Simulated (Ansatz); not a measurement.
Ansatz (a quantum-chemistry and plane-wave program) input (B3LYP/LANL2DZ): The .json file is the Basis Set Exchange's LANL2DZ.

Ansatz 0.2 input:
```yaml
crystal:
  periodic: [false, false, false]
  atoms:
    - {symbol: C, position_ang: [-2.01841000, -0.14915600, 0.27296700]}
    - {symbol: C, position_ang: [-0.77198500, 0.03139200, 0.05420300]}
    - {symbol: C, position_ang: [0.55209100, 0.04112100, -0.07484700]}
    - {symbol: C, position_ang: [1.76745600, 0.06286300, -0.20057400]}
    - {symbol: H, position_ang: [2.82509200, 0.08267800, -0.31049200]}
basis:
  gaussian:
    orbitals: LANL2DZ.json
hamiltonian:
  xc: {name: B3LYP}
magnetization: {spin_polarized: true, initial_magnetization: 1}
relax: {f_tol: 0.003, max_steps: 120}
```

Output:

```
Functional definition: B3LYP
integrals: 0.01 GiB planned
581 factors; integrals over basis functions are off by at most 2.7e-4 eV
mean field: 0.13 GiB planned
mean field evaluation 1: about -4153.5669 eV, gradient 1.9e1 eV
mean field evaluation 2: about -4152.8535 eV, gradient 2.3e1 eV
mean field evaluation 4: about -4156.2587 eV, gradient 1.7e0 eV
mean field evaluation 8: about -4156.2935 eV, gradient 2.1e-1 eV
mean field evaluation 16: about -4156.3028 eV, gradient 3.8e-3 eV
mean field evaluation 32: about -4156.2846 eV, gradient 1.5e-1 eV
mean field -4156.30281587 eV, -152.7413112401 hartree, gradient 5.7e-8 eV, S^2 0.780200; 3 other end points of the search recorded, 0 dependent functions left out
the calculation of the forces begins
reference -4156.30302619 eV, -152.7413189692 hartree; 13, 12 occupied and 25, 26 virtual orbitals, 581 factors
relax step   1: F+E_penalty+E_count = -4156.30281587 eV  Δ(F+E_penalty+E_count) = +0.000e0 eV  max|allowed force component| = 1.869e0 eV/Å  Δτ_max = 0.0000 Å  (151 SCF iters, accepted)
these checks for a lower state are left out or cut short: starts, cluster_reference, orbital_swaps, neighbouring_geometries, increment
integrals: 0.01 GiB planned
581 factors; integrals over basis functions are off by at most 2.7e-4 eV
mean field: 0.13 GiB planned
mean field -4156.35775086 eV, -152.7433300637 hartree, gradient 7.2e-6 eV, S^2 0.779491; 0 other end points of the search recorded, 0 dependent functions left out
the calculation of the forces begins
reference -4156.35796120 eV, -152.7433377935 hartree; 13, 12 occupied and 25, 26 virtual orbitals, 581 factors
relax step   2: F+E_penalty+E_count = -4156.35775086 eV  Δ(F+E_penalty+E_count) = -5.493e-2 eV  max|allowed force component| = 5.857e-1 eV/Å  Δτ_max = 0.0328 Å  (60 SCF iters, accepted)
these checks for a lower state are left out or cut short: starts, cluster_reference, orbital_swaps, neighbouring_geometries, increment
integrals: 0.01 GiB planned
581 factors; integrals over basis functions are off by at most 2.7e-4 eV
mean field: 0.13 GiB planned
mean field evaluation 64: about -4156.3615 eV, gradient 1.5e-5 eV
mean field -4156.36154665 eV, -152.7434695565 hartree, gradient 3.4e-6 eV, S^2 0.778249; 0 other end points of the search recorded, 0 dependent functions left out
the calculation of the forces begins
reference -4156.36175705 eV, -152.7434772884 hartree; 13, 12 occupied and 25, 26 virtual orbitals, 581 factors
relax step   3: F+E_penalty+E_count = -4156.36154665 eV  Δ(F+E_penalty+E_count) = -3.796e-3 eV  max|allowed force component| = 5.446e-2 eV/Å  Δτ_max = 0.0107 Å  (61 SCF iters, accepted)
these checks for a lower state are left out or cut short: starts, cluster_reference, orbital_swaps, neighbouring_geometries, increment
integrals: 0.01 GiB planned
581 factors; integrals over basis functions are off by at most 2.7e-4 eV
mean field: 0.13 GiB planned
mean field -4156.36160060 eV, -152.7434715388 hartree, gradient 4.5e-6 eV, S^2 0.778260; 0 other end points of the search recorded, 0 dependent functions left out
the calculation of the forces begins
reference -4156.36181098 eV, -152.7434792701 hartree; 13, 12 occupied and 25, 26 virtual orbitals, 581 factors
relax step   4: F+E_penalty+E_count = -4156.36160060 eV  Δ(F+E_penalty+E_count) = -5.394e-5 eV  max|allowed force component| = 2.217e-2 eV/Å  Δτ_max = 0.0010 Å  (50 SCF iters, accepted)
these checks for a lower state are left out or cut short: starts, cluster_reference, orbital_swaps, neighbouring_geometries, increment
integrals: 0.01 GiB planned
581 factors; integrals over basis functions are off by at most 2.7e-4 eV
mean field: 0.13 GiB planned
mean field -4156.36172540 eV, -152.7434761253 hartree, gradient 4.0e-6 eV, S^2 0.779073; 0 other end points of the search recorded, 0 dependent functions left out
the calculation of the forces begins
reference -4156.36193566 eV, -152.7434838522 hartree; 13, 12 occupied and 25, 26 virtual orbitals, 581 factors
relax step   5: F+E_penalty+E_count = -4156.36172540 eV  Δ(F+E_penalty+E_count) = -1.248e-4 eV  max|allowed force component| = 3.545e-2 eV/Å  Δτ_max = 0.0070 Å  (60 SCF iters, accepted)
these checks for a lower state are left out or cut short: starts, cluster_reference, orbital_swaps, neighbouring_geometries, increment
integrals: 0.01 GiB planned
581 factors; integrals over basis functions are off by at most 2.7e-4 eV
mean field: 0.13 GiB planned
mean field evaluation 96: about -4156.3617 eV, gradient 8.2e-5 eV
mean field -4156.36173622 eV, -152.7434765230 hartree, gradient 8.4e-6 eV, S^2 0.779144; 0 other end points of the search recorded, 0 dependent functions left out
the calculation of the forces begins
reference -4156.36194648 eV, -152.7434842497 hartree; 13, 12 occupied and 25, 26 virtual orbitals, 581 factors
relax step   6: F+E_penalty+E_count = -4156.36173622 eV  Δ(F+E_penalty+E_count) = -1.082e-5 eV  max|allowed force component| = 6.607e-3 eV/Å  Δτ_max = 0.0008 Å  (50 SCF iters, accepted)
these checks for a lower state are left out or cut short: starts, cluster_reference, orbital_swaps, neighbouring_geometries, increment
integrals: 0.01 GiB planned
581 factors; integrals over basis functions are off by at most 2.7e-4 eV
mean field: 0.13 GiB planned
mean field -4156.36173675 eV, -152.7434765425 hartree, gradient 5.8e-6 eV, S^2 0.779155; 0 other end points of the search recorded, 0 dependent functions left out
the calculation of the forces begins
reference -4156.36194701 eV, -152.7434842693 hartree; 13, 12 occupied and 25, 26 virtual orbitals, 581 factors
relax step   7: F+E_penalty+E_count = -4156.36173675 eV  Δ(F+E_penalty+E_count) = -5.311e-7 eV  max|allowed force component| = 4.766e-3 eV/Å  Δτ_max = 0.0003 Å  (44 SCF iters, accepted)
these checks for a lower state are left out or cut short: starts, cluster_reference, orbital_swaps, neighbouring_geometries, increment
integrals: 0.01 GiB planned
581 factors; integrals over basis functions are off by at most 2.7e-4 eV
mean field: 0.13 GiB planned
mean field -4156.36173700 eV, -152.7434765516 hartree, gradient 5.0e-6 eV, S^2 0.779155; 0 other end points of the search recorded, 0 dependent functions left out
the calculation of the forces begins
reference -4156.36194726 eV, -152.7434842783 hartree; 13, 12 occupied and 25, 26 virtual orbitals, 581 factors
relax step   8: F+E_penalty+E_count = -4156.36173700 eV  Δ(F+E_penalty+E_count) = -2.464e-7 eV  max|allowed force component| = 2.269e-3 eV/Å  Δτ_max = 0.0001 Å  (45 SCF iters, accepted)
integrals: 0.01 GiB planned
581 factors; integrals over basis functions are off by at most 2.7e-4 eV
mean field: 0.13 GiB planned
mean field evaluation 128: about -4156.3544 eV, gradient 2.4e-1 eV
mean field evaluation 160: about -4156.3503 eV, gradient 1.6e-1 eV
mean field -4156.36173700 eV, -152.7434765516 hartree, gradient 5.0e-6 eV, S^2 0.779155; 8 other end points of the search recorded, 0 dependent functions left out
the calculation of the forces begins
reference -4156.36194726 eV, -152.7434842783 hartree; 13, 12 occupied and 25, 26 virtual orbitals, 581 factors
Total energy: -4156.36194726 eV, -152.7434842783 hartree
Atom 0 at    -2.057779    -0.161725     0.283774 Å, force     0.000098     0.000076    -0.000052 eV/Å
Atom 1 at    -0.788739     0.045020     0.048031 Å, force    -0.000196     0.000143    -0.000063 eV/Å
Atom 2 at     0.554089     0.043521    -0.076396 Å, force    -0.001197    -0.000344     0.000307 eV/Å
Atom 3 at     1.791979     0.060036    -0.201257 Å, force     0.002269    -0.000077    -0.000168 eV/Å
Atom 4 at     2.854694     0.082046    -0.312895 Å, force    -0.000974     0.000202    -0.000024 eV/Å
Dipole moment:     0.876066     0.105046    -0.141356 e Å
```

The geometry given is a B3LYP-D3(BJ)/def2-TZVP minimum.
